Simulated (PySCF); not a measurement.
A structure optimised at PBE-D3(BJ)/def2-SVP, used in a PySCF frequency run:

```xyz
11

Si     0.9086     1.8181     0.0000
Cl    -0.8411     2.9447     0.0000
C      0.4993     0.0333     0.0000
C      0.2183    -1.1718     0.0000
B     -0.1455    -2.6801     0.0000
O      0.8191    -3.6493     0.0000
O     -1.4474    -3.0970     0.0000
H      1.6900     2.1509    -1.2339
H      1.6900     2.1509     1.2339
H      1.7133    -3.2675     0.0000
H     -2.0662    -2.3467     0.0000
```

Write its SMILES, formula and point group.

OB(O)C#C[SiH2]Cl, C₂H₄BClO₂Si, Cs

What are its rotational constants (standard atomic weights)?

4.5062, 0.56806, 0.50758 GHz
